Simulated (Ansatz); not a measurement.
A structure relaxed at B3LYP-D4/def2-SVPD in Ansatz, charge -1, singlet:

```tsv
atom	x (Å)	y (Å)	z (Å)
Sn1	-0.2121	1.3890	1.2133
Sn2	-0.1434	-1.5000	-1.0810
F3	-1.8377	1.0976	0.0212
F4	0.3084	3.1757	0.3871
F5	1.5886	-2.5708	-1.0928
F6	0.8750	0.2779	-0.3217
F7	-0.5789	-1.8695	0.8739
```

Problem. Give its formula and point group.

Solution. Sn₂F₅⁻. Point group C2 (tolerance 0.1 Å).

Problem. Summarise the bond lengths by kind (pairs closer than 1.2 times the sum of covalent radii, bridged metal pairs left out).

Solution. 6 × F–Sn 2.04 to 2.19 Å.

In the def2 sets Sn takes a core potential; there is no spin–orbit coupling. The structure comes from a short search, and lower isomers may exist.
